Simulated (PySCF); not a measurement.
C7H15P2 (charge +1).
SMILES with atom numbers: `[CH2:1]=[CH:2][P:3]([CH3:4])[CH2:5][PH2+:6][CH:7]1[CH2:8][CH2:9]1`

NICS = −σ at a ghost point: NICS(0) at the centroid of the ring atoms, NICS(1) 1 Å to either side along the normal of their mean plane, zz for the tensor component along that normal. Level: GIAO PBE0/pcSseg-1 (PySCF, non-relativistic, gas phase) on the GFN2-xTB geometry, one conformer.

Ring bond lengths (Å), with Mayer bond orders in brackets: C7–C8 1.512 (0.92), C8–C9 1.487 (0.96), C9–C7 1.511 (0.91).

Task: Give the NICS values of each ring in ppm.

Result: 
| ring | type | NICS(0) | NICS(1), two faces | NICS(1)zz, two faces | rms pucker (Å) | centre to ring atoms, mean (Å) |
| --- | --- | --- | --- | --- | --- | --- |
| C7–C8–C9 | 3-membered carbocycle; formal bonds all single | -44.7 | -9.2 / -8.2 | -22.8 / -23.6 | 0.00 | 0.87 |

Task: What can be read from them?

Result: 
- C7–C8–C9: mean NICS(1)zz -23.2 ppm, shielded. C7, C8, C9 have four or more neighbours; no verdict on aromaticity is drawn. NICS(0) lies 36 ppm below the mean NICS(1).

Task: What is the mean of the two in-plane components of NICS at the second NICS(1) probe listed for ring C7–C8–C9, 1 Å off the ring?

Result: The isotropic value is a third of the trace: (3 × -8.2 − (-23.6))/2 = -0.5 ppm.

Task: Give the inner angles of the rings and the Hirshfeld charges of the ring atoms.

Result: 
- C7–C8–C9: C7 59.0° (-0.068 e), C8 60.5° (-0.056 e), C9 60.6° (-0.055 e); sum 180.0° against 180° for a flat convex ring.

Task: What are the shieldings of the ring atoms and their hydrogens in the same run (means over atoms taken as equivalent)?

Result: 
| atoms | environment | σ isotropic (ppm) | principal values of the symmetric part, first atom (ppm) |
| --- | --- | --- | --- |
| C7 | sp3 carbon bound to phosphorus | 185.0 | 160.6, 171.1, 223.3 |
| C8 (×2) | three-membered-ring carbon | 177.2 | 142.7, 179.1, 205.5 |
| H on C7 | methine hydrogen | 30.48 | 22.5, 28.0, 41.0 |
| H on C8 (×2) | methylene hydrogen | 29.90 | 24.3, 24.8, 40.6 |
| H on C8 (×2) | methylene hydrogen | 30.76 | 25.0, 28.5, 38.8 |

Shape of the structure used: `[CH2:1]=[CH:2][P:3]([CH3:4])[CH2:5][PH2+:6][CH:7]1[CH2:8][CH2:9]1`: C1–C2–P3–C4 -141°, C2–P3–C5–P6 -62°, P3–C5–P6–C7 -153°, C5–P6–C7–C8 -95°.
